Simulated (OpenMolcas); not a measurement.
## Lines of Mn5+: computed and rescaled rates

```yaml
Program: OpenMolcas 26.06
Method: "SS-CASPT2, IPEA 0.25 Eh, imaginary shift 0.1 Eh (closed shells correlated: 3s 3p)"
Basis: ANO-R3 [8s5p5d3f2g1h]
Scalar_Hamiltonian: X2C, finite nucleus
Active_space: 2 electrons in 5 orbitals (3d)
State_averaging: 2S+1 = 3 even, 10 roots; 2S+1 = 1 even, 15 roots
Spin-orbit_coupling: state interaction with AMFI integrals over the reference wave functions, term energies averaged over their components
```

Rates come from the transition moments of the reference wave functions (E1 and E2 in the length form). At fixed line strength A goes as λ^-3 for E1 and M1 and as λ^-5 for E2, so a rate at the computed wavelength can be rescaled to the measured one. Measured vacuum wavelengths follow from level energies in Corliss and Sugar, J. Phys. Chem. Ref. Data 6, 1253 (1977). Branching counts decays inside the model space alone, at computed energies, and the table is only a selection of the E2 and M1 lines, drawn from those between levels with measured partners whose computed energy lies within a factor of 1.5 of the measured one.

| Upper | Lower | Type | λ computed (nm) | λ measured (nm) | A computed (s-1) | A rescaled (s-1) | Branching % |
| --- | --- | --- | --- | --- | --- | --- | --- |
| 3d2 3P2 | 3d2 3P1 | M1 | 17270 | 17510 | 2.56e-03 | 2.46e-03 | 1.4 |
| 3d2 3F3 | 3d2 3F2 | M1 | 13570 | 13400 | 1.03e-02 | 1.07e-02 | 100.0 |
| 3d2 3F4 | 3d2 3F3 | M1 | 10780 | 10830 | 1.62e-02 | 1.60e-02 | 100.0 |
| 3d2 3P1 | 3d2 1D2 | M1 | 2745 | 3675 | 2.86e-02 |  | 21.7 |
| 3d2 3P2 | 3d2 1D2 | M1 | 2368 | 3038 | 7.82e-02 |  | 43.2 |
| 3d2 1D2 | 3d2 3F3 | M1 | 695.5 | 685.4 | 2.39e-01 |  | 62.8 |
| 3d2 1D2 | 3d2 3F2 | M1 | 661.6 | 652.1 | 1.41e-01 |  | 37.0 |
| 3d2 3P2 | 3d2 3F4 | E2 | 565.8 | 589.7 | 6.47e-02 | 5.26e-02 | 35.7 |
| 3d2 3P1 | 3d2 3F3 | E2 | 554.9 | 577.7 | 6.36e-02 | 5.20e-02 | 48.3 |
| 3d2 3P0 | 3d2 3F2 | E2 | 540.7 | 562.4 | 1.09e-01 | 8.95e-02 | 100.0 |
| 3d2 3P2 | 3d2 3F3 | E2 | 537.6 | 559.2 | 2.19e-02 | 1.80e-02 | 12.1 |
| 3d2 3P2 | 3d2 3F3 | M1 | 537.6 | 559.2 | 8.50e-03 |  | 4.7 |
| 3d2 3P1 | 3d2 3F2 | E2 | 533.1 | 553.8 | 3.86e-02 | 3.19e-02 | 29.3 |
| 3d2 3P2 | 3d2 3F2 | E2 | 517.1 | 536.8 | 3.62e-03 | 3.00e-03 | 2.0 |
| 3d2 3P2 | 3d2 3F2 | M1 | 517.1 | 536.8 | 1.66e-03 |  | 0.9 |
| 3d2 1G4 | 3d2 3F4 | M1 | 415.4 | 419.4 | 1.77e-01 |  | 59.4 |
| 3d2 1G4 | 3d2 3F3 | M1 | 400 | 403.8 | 1.19e-01 |  | 40.0 |

Spin-changing lines and M1 lines between different terms are not rescaled, since their strength hangs on the term gaps too.

The largest correction is for 3d2 3P2 → 3d2 3F4 (E2): 6.47e-02 × (565.8 / 589.7)^5 = 5.26e-02 s-1, a factor of 0.81.

The computed rate and branching of 3d2 3F3 → 3d2 3F2 give the upper level a radiative lifetime of 1.000 / 1.03e-02 s-1 = 9.71e+01 s, counting decays inside the model space alone. The rescaled rate gives about 9.3e+01 s.

These are rates of the free ion; in crystals, glasses and complexes forced electric-dipole and non-radiative decay shorten such lifetimes by orders of magnitude. No measured rate stands beside these. Rescaling mends the energy factor alone: line strengths can still be far off where a level mixes with configurations outside the active space, and weak or spin-changing lines hang on small mixing coefficients that depend on the term gaps too, so rescaling need not improve them.

CASPT2 does not keep the components of a term degenerate, so their means are used; among the terms shown or strongly mixed into the levels shown the widest spread is 690 cm-1 (3d2 1G). Measured partners are found by configuration, term and J. A level has none where our copy of the source lacks it or the pairing is in doubt (some pairs that miss far off the trend of their configuration count as doubtful). Levels of configurations outside the active space are missing.
